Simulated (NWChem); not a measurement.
## Basis-set dependence for Te

SMILES: [Te]
```xyz
1

Te     0.0000     0.0000     0.0000
```
Charge 0, spin multiplicity 3.

Program: NWChem.

Hartree-Fock energies in Ha, correlation energies in mHa.

Effective core potentials replace the inner electrons of Te; spin-orbit coupling is left out. The correlated methods keep 4 core orbitals frozen. No SCF solution was tested for a lower state. Open-shell Hartree-Fock references start from PBE0 orbitals. Coupled-cluster values serve here as a point of comparison, not as the truth.

| basis | functions | UHF | UMP2 | SCS-UMP2 | CCSD on ROHF | CCSD[T] on ROHF | CCSD(T) on ROHF | CCSD on UHF | CCSD[T] on UHF | CCSD(T) on UHF |
|---|---|---|---|---|---|---|---|---|---|---|
| def2-SVP | 26 | -266.99681 | -77.3 | -73.1 | -93.7 | -95.0 | -95.0 | -90.2 | -91.5 | -91.4 |
| def2-TZVP | 50 | -267.00555 | -410.2 | -359.2 | -398.8 | -405.8 | -405.7 | -394.1 | -400.8 | -400.6 |
| def2-QZVP | 82 | -267.00694 | -564.8 | -495.0 | -534.4 | -545.8 | -545.6 | not run | not run | not run |

From def2-TZVP to def2-QZVP the Hartree-Fock energy moves by -1.4 mHa and the UMP2 correlation energy by -154.6 mHa, which is 27 % of its value in the larger set.
